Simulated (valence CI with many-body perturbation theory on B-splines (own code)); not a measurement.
Results of a calculation; reference values are marked as such.
**Basis-set convergence for Ru30+**

Level of theory: relativistic CI+MBPT: four valence electrons over a frozen Dirac-Fock core [Ne], a basis of 9 s, 9 p, 8 d, 6 f, 3 g, 1 h functions for each j, with the one-electron correlation potential Σ1, the two-electron term Σ2, the three-electron term Σ3, Breit, model QED; selected CI, second order for the rest, scaled by the run's own slope (own B-spline code, finite nucleus).

The last digits are not significant, and no measured levels were compared; by estimate large intervals hold to a few tenths of a per cent, small ones and those within an open d or f shell to about a per cent.

The reference run has the lowest level (3s^2 3p1/2^2) J=0 and an ionisation energy of 1741.36 eV. Its largest variational space holds 20192 state functions.

Levels are named by their leading jj configuration (3d3/2^4 stands for four electrons in 3d with j = 3/2), which in mixed levels can hold well under half, so a name can repeat and another be missing. Letters in brackets count levels of one name in rising energy.

Changed runs:
A. basis 6 s, 6 p, 5 d, 3 f, 1 g
B. basis 5 s, 5 p, 4 d, 2 f

Excitation energies of the reference run in cm⁻¹, and shifts in cm⁻¹:

```csv
Level,Reference,A,B
(3s^2 3p1/2 3p3/2) J=1,207498,-66,-190
(3s^2 3p1/2 3p3/2) J=2,245700,+22,+119
(3s^2 3p3/2^2) J=2,481569,-2.7,+49
(3s^2 3p3/2^2) J=0,569992,+118,+381
(3s 3p1/2^2 3p3/2) J=2,791188,-171,-518
(3s 3p1/2^2 3p3/2) J=1,918135,+4.6,+40
(3s 3p1/2 3p3/2^2) J=2 [a],994175,-118,-353
(3s 3p1/2 3p3/2^2) J=3,1054660,-54,-139
(3s^2 3p1/2 3d3/2) J=2,1091700,+106,+189
(3s 3p1/2 3p3/2^2) J=0,1138800,+21,+119
(3s 3p1/2 3p3/2^2) J=1 [a],1161200,+11,+70
(3s 3p1/2 3p3/2^2) J=2 [b],1199740,+135,+385
Ionisation energy (eV),1741.36,-0.028,-0.09
```
